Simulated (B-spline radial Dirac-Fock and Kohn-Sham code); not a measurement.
# The Yb atom: differential elastic cross section for electrons at 13.5 keV

The computed values come from a radial B-spline solver: relativistic (Dirac) partial waves in the static field of the Dirac-Fock atom with Furness-McCarthy exchange, without polarisation or absorption potentials.

Input of the calculation (task.json; shells as n, l, electrons):

```json
{"items": [{
  "Z": 70,
  "q": 0,
  "cfg": [[1, 0, 2], [2, 0, 2], [2, 1, 6], [3, 0, 2], [3, 1, 6], [3, 2, 10], [4, 0, 2], [4, 1, 6], [4, 2, 10], [4, 3, 14], [5, 0, 2], [5, 1, 6], [6, 0, 2]],
  "A": 174,
  "rrms": 5.3108,
  "do": "elastic",
  "energies": [[13500.0, 0]],
  "theta": [0, 0.5, 1, 2, 4, 8, 12, 16, 24, 32, 45, 60, 75, 90, 105, 120, 135, 150, 165, 180]
}]}
```

Command: `python xray2_run.py task.json out`

```csv
θ (°),dσ/dΩ (Å²/sr),Sherman function
0,131,0.000
0.5,111,0.000
1,74.0,0.000
2,29.1,0.000
4,7.96,0.000
8,1.30,0.000
12,0.387,0.000
16,0.167,-0.001
24,0.0528,-0.006
32,0.0219,-0.003
45,0.00771,0.030
60,0.00332,0.073
75,0.00185,0.038
90,0.00128,-0.080
105,0.00107,-0.190
120,0.00102,-0.224
135,0.00104,-0.194
150,0.00108,-0.135
165,0.00111,-0.068
180,0.00112,0.000
```

The total elastic cross section is 0.685 Å², the first transport cross section 0.0251 Å² and the second, weighted with (3/2) sin²θ, 0.0442 Å². The mean deflection is ⟨1 − cos θ⟩ = 0.0367, and 0.99 % of the collisions scatter beyond 90°.

On this grid of angles the cross section has a minimum near 120°.

Phase shifts modulo π (rad) for κ = −1 to −5: -0.460, 1.191, 0.190, -0.503, -0.996.
